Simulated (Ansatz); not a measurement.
`CN=C=[Se]` → `[CH2]` (triplet) + `N=C=[Se]` at 600 K and 1 bar (formal loss of a carbene).

Isolated molecules relaxed with PBE0-D4/def2-TZVP in Ansatz; ΔE leaves out vibrations. CCSD(T)/CBS is the MP2 limit (def2-TZVPP, def2-QZVPP) plus CCSD(T) − MP2 in def2-TZVPP, frozen cores. This one scheme is used for every species. Triplets are unrestricted, without spin–orbit coupling. For Se outer-core shells are correlated without core-valence functions, which leaves a few kJ/mol of doubt a bond. Scalar relativity is left out up to krypton. One conformer a species, not always the lowest.

```
          species  CCSD(T)/CBS energy (Eh)  H − E (kJ/mol)  S (J/(mol·K))
      `CN=C=[Se]`              -2533.28687           166.8          377.4
`[CH2]` (triplet)                -39.09499            66.5          220.8
       `N=C=[Se]`              -2494.03085            77.4          303.9
```

H − E and S are ideal-gas, rigid-rotor, harmonic terms from PBE0-D4/def2-TZVP, for one conformer and one mirror image of each species, with the whole ground term of open shells counted as degenerate. 1 Eh = 2625.50 kJ/mol, R = 8.31446 J/(mol·K).

Problem. By hand: ΔE, ΔH, ΔS and ΔG.

Solution. ΔE = (-39.09499) + (-2494.03085) − (-2533.28687) = 0.16103 Eh = 422.8 kJ/mol. Δ(H − E) = 66.5 + 77.4 − 166.8 = -22.9, so ΔH = 399.9 kJ/mol. ΔS = 220.8 + 303.9 − 377.4 = 147.3 J/(mol·K). ΔG = 399.9 − 600 × (147.3)/1000 = 311.5 kJ/mol.

Problem. By hand: the equilibrium constant, and the temperature at which ΔG would vanish if ΔH and ΔS stayed fixed.

Solution. log₁₀ K = −ΔG/(RT ln 10) = -27.1. ΔG = 0 at ΔH/ΔS = 2715 K, far beyond where these terms or the molecules hold.

The number of gas molecules changes by +1, which sets the sign of ΔS. A doubt of 5 kJ/mol in ΔE shifts log₁₀ K by 0.4 here. Other conformers and mirror images would add mixing entropy, several J/(mol·K) or more a flexible species. Modes under 60 cm⁻¹, often nearly free rotors, make the harmonic entropy too high. A triplet takes part, so the spin changes. These are equilibria of isolated gas molecules and say nothing of rates. Largest T1 diagnostic: 0.016 (customary marks: 0.02 for closed shells, 0.045 for open ones).
